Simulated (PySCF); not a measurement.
C₅H₇F.

```xyz
13

C     -2.2262     0.1384     0.1985
C     -0.8273    -0.1409     0.7235
C      0.0538    -1.0717    -0.1066
C      0.9427    -0.0892    -0.3098
F      2.0998    -0.0221    -0.9576
C      0.2441     0.9830     0.4633
H     -2.7198     0.9359     0.7778
H     -2.8584    -0.7620     0.2616
H     -2.1911     0.4502    -0.8585
H     -0.8647    -0.4209     1.7930
H     -0.0291    -2.1191    -0.4030
H      0.7692     1.3565     1.3589
H     -0.1268     1.8402    -0.1244
```

Geometry: r2SCAN-D4/def2-SVP.

Method: PBE/pcSseg-1 (PySCF). Non-relativistic, no solvent.

Give the absolute GIAO shielding of each atom: isotropic value and principal components (ppm). (An estimate is asked for; the answer gives what the named calculation found.)


```tsv
atom	σ(iso)	σ11	σ22	σ33	span
C1	157.8	141.0	152.7	179.7	38.8
C2	148.5	129.3	143.2	173.1	43.8
C3	66.1	-7.8	84.7	121.5	129.2
C4	19.7	-71.9	56.3	74.8	146.7
F5	226.1	104.2	254.6	319.4	215.2
C6	135.9	120.5	132.8	154.3	33.8
H7	29.8	26.1	27.4	36.0	9.9
H8	29.8	26.0	27.5	35.8	9.8
H9	30.5	27.2	29.0	35.4	8.2
H10	28.7	24.1	27.6	34.4	10.3
H11	26.2	24.2	25.0	29.5	5.3
H12	28.2	25.6	26.1	32.9	7.3
H13	29.0	26.2	27.9	33.1	6.9
```
